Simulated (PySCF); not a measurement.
ClF (SMILES FCl), singlet, geometry from GFN2-xTB. Base run: WB97X/6-31G** in PySCF.

Input for PySCF:
```python
from pyscf import gto, scf, dft

mol = gto.M(
    atom='''
F    -0.000000   -0.000000   -1.099521
Cl    0.000000    0.000000    0.582099
''',
    basis='6-31g**',
    charge=0,
    spin=0,
    verbose=4,
)

mf = dft.RKS(mol)
mf.xc = 'wb97x'
mf.kernel()
mf.analyze()
```

Variants of this job, named by their change:

```csv
change,ΔE vs base (µEh),grid points,electrons on the grid
base,0.0,33144,26.00000
grids.level = 7,-1.2,174352,26.00000
grids.prune = dft.gen_grid.treutler_prune,-2.1,30856,26.00000
grids.becke_scheme = stratmann,0.3,33144,26.00000
grids.radi_method = delley,-1.4,34960,26.00000
grids.radi_method = mura_knowles,-1.8,31416,26.00000
grids.level = 0,-6060,2712,25.99930
grids.radi_method = gauss_chebyshev,2.1,32640,26.00000
"grids.atom_grid = (75, 302)",7.2,27912,25.99999
grids.prune = dft.gen_grid.sg1_prune,0.8,12856,25.99985
grids.level = 5,-1.2,86928,26.00000
```
